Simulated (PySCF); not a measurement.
# Radial density of Cl²⁺ (chlorine, charge +2)

LDA, [Ne] 3s2 3p3, high-spin 4S determinant. All numbers are calculated (PySCF 2.14, scalar relativity by spin-free X2C-1e, in Sapporo-DZP-2012).

```json
{"r (bohr)": "0.00171", "4πr²ρ (e/bohr)": "0.1093", "4πr²(ρα − ρβ)": "0.0000"}
{"r (bohr)": "0.00287", "4πr²ρ (e/bohr)": "0.3017", "4πr²(ρα − ρβ)": "0.0000"}
{"r (bohr)": "0.00483", "4πr²ρ (e/bohr)": "0.8041", "4πr²(ρα − ρβ)": "0.0000"}
{"r (bohr)": "0.00813", "4πr²ρ (e/bohr)": "2.023", "4πr²(ρα − ρβ)": "0.0001"}
{"r (bohr)": "0.0137", "4πr²ρ (e/bohr)": "4.756", "4πr²(ρα − ρβ)": "0.0004"}
{"r (bohr)": "0.0230", "4πr²ρ (e/bohr)": "9.800", "4πr²(ρα − ρβ)": "0.0018"}
{"r (bohr)": "0.0387", "4πr²ρ (e/bohr)": "16.43", "4πr²(ρα − ρβ)": "0.0100"}
{"r (bohr)": "0.0651", "4πr²ρ (e/bohr)": "19.56", "4πr²(ρα − ρβ)": "0.0489"}
{"r (bohr)": "0.109", "4πr²ρ (e/bohr)": "15.33", "4πr²(ρα − ρβ)": "0.1886"}
{"r (bohr)": "0.184", "4πr²ρ (e/bohr)": "14.15", "4πr²(ρα − ρβ)": "0.4434"}
{"r (bohr)": "0.310", "4πr²ρ (e/bohr)": "19.32", "4πr²(ρα − ρβ)": "0.4080"}
{"r (bohr)": "0.521", "4πr²ρ (e/bohr)": "11.12", "4πr²(ρα − ρβ)": "-0.0046"}
{"r (bohr)": "0.876", "4πr²ρ (e/bohr)": "3.501", "4πr²(ρα − ρβ)": "1.0575"}
{"r (bohr)": "1.47", "4πr²ρ (e/bohr)": "3.674", "4πr²(ρα − ρβ)": "2.1442"}
{"r (bohr)": "2.48", "4πr²ρ (e/bohr)": "0.8145", "4πr²(ρα − ρβ)": "0.5799"}
{"r (bohr)": "4.17", "4πr²ρ (e/bohr)": "0.01251", "4πr²(ρα − ρβ)": "0.0089"}
{"r (bohr)": "7.01", "4πr²ρ (e/bohr)": "1.207e-05", "4πr²(ρα − ρβ)": "0.0000"}
```

Densities and radii are taken from the X2C orbitals without a picture-change correction, which distorts them close to the nucleus.

Task: Where is the radial spin density 4πr²(ρα − ρβ) most negative, and why is it negative at all?

Result: Around r = 0.521 bohr, down to -0.0046 e/bohr: exchange with the open shell polarises the paired shells in an unrestricted calculation.
